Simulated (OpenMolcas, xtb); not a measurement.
## SiH4Se (SMILES [SiH3][SeH]): the dipole moment, rung by rung

SiH4Se has 6 atoms, charge 0, and is taken as a singlet. As SMILES, `[SiH3][SeH]`. Geometry: relaxed at PBE0-D4/def2-TZVP.

Quantity: the dipole moment, in D. The values are calculated.

```json
{"level": "GFN2-xTB", "kind": "semi-empirical", "program": "xtb", "value (D)": "2.40", "CPU time": "under 2 s"}
{"level": "GFN0-xTB", "kind": "semi-empirical", "program": "xtb", "value (D)": "1.67", "CPU time": "under 2 s"}
{"level": "GFN1-xTB", "kind": "semi-empirical", "program": "xtb", "value (D)": "0.62", "CPU time": "under 2 s"}
{"level": "HF/STO-3G", "kind": "Hartree–Fock", "program": "OpenMolcas", "value (D)": "2.04", "CPU time": "2.1 s"}
{"level": "HF/3-21G", "kind": "Hartree–Fock", "program": "OpenMolcas", "value (D)": "1.59", "CPU time": "2.4 s"}
{"level": "HF/pc-1", "kind": "Hartree–Fock", "program": "OpenMolcas", "value (D)": "1.24", "CPU time": "2.9 s"}
{"level": "HF/def2-SVP", "kind": "Hartree–Fock", "program": "OpenMolcas", "value (D)": "1.18", "CPU time": "4.8 s"}
{"level": "SVWN5/pcseg-1", "kind": "LDA", "program": "OpenMolcas", "value (D)": "1.07", "CPU time": "13 s"}
{"level": "KT3/pc-1 (RICD fitting)", "kind": "GGA", "program": "OpenMolcas", "value (D)": "0.88", "CPU time": "6.7 s"}
{"level": "PBE/def2-SVP", "kind": "GGA", "program": "OpenMolcas", "value (D)": "0.88", "CPU time": "17 s"}
```

All-electron rows without a relativistic Hamiltonian named are non-relativistic. The values span 0.62 to 2.40 D. Magnitudes only: a small dipole may point the other way at some levels. Sets without polarisation functions give poor dipoles. Without the sets that lack polarisation functions the rows with a basis span only 0.88 to 1.24 D. Times are those of the runs behind each value, whatever else they computed, on shared processors of several kinds: orders of magnitude only.
